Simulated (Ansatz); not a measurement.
Molecule: CsLi, charge 0, multiplicity 1. 
Geometry from a B3LYP-D3(BJ)/def2-TZVP (Ansatz, a first-principles code) optimisation:
```
Cs
Li 1 3.7473
```
Charge 0, spin multiplicity 1.

**Question.** Give the harmonic wavenumbers at B3LYP-D3(BJ)/def2-TZVP (Ansatz, finite differences of forces, unscaled).

**Answer.** 175 cm⁻¹. Zero-point energy 0.2 kcal/mol.

**Question.** From these and the geometry, give the ideal-gas thermochemistry at 298.15 K and 1 atm (rigid rotor, harmonic oscillator).

**Answer.** Point group C∞v, rotational symmetry number 1. Rotational constants 5.457, 5.457 GHz. S(trans) 40.72, S(rot) 15.97, S(vib) 2.39, S(elec, spin only) 0.00, S 59.1 cal/(mol K). H(298) - H(0) 2.45 kcal/mol; G - E(el) -14.9 kcal/mol.
